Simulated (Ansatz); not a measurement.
The cluster Li3Br3⁻, relaxed as a doublet with UKS r2SCAN-D4/def2-SVPD in Ansatz, starting from the GFN1-xTB geometry. Force threshold 0.02 eV/Å.

The highest occupied level of the charge -1 doublet lies above zero (up to 0.73 eV). The electron is either unbound and held by the finite basis, or the level is raised by self-interaction error. Another isomer (doublet) lies 0.14 eV lower at PBE0-D4/def2-TZVPD; other spin states weren't run for this one.

Start:

```xyz
6

Li    1.022   -0.995   -0.581
Li    0.708    1.105    0.806
Li   -0.854    0.613   -1.132
Br    1.765   -0.902    1.766
Br   -1.594    1.969    0.794
Br   -1.048   -1.790   -1.652
```

(1) Estimate the energy that the relaxation releases and the steps that it takes.

(2) Does the start keep its bonding and symmetry?

(3) Predict the relaxed structure.

## Answers

(1) 5.6 kcal/mol, in 4 steps; 27 s on 4 threads of Arm Neoverse V2 on a shared host. No frequencies were taken in this run, so the end may be a saddle point.

(2) By distances, no bond broke or formed. The bond that changes most is Li3–Br5, from 2.47 to 2.44 Å (atoms count from 1). Point group C3v at the start, C3v at the end, both within 0.05 Å.

(3) 
Cartesian coordinates in Å:
```
Li 1.109 -1.223 -0.592
Li 0.751 1.221 1.010
Li -1.075 0.646 -1.228
Br 1.785 -0.873 1.731
Br -1.558 1.984 0.760
Br -1.012 -1.756 -1.682
```
Bond lengths (bridged metal pairs left out): 6 × Br–Li 2.44 to 2.45 Å.
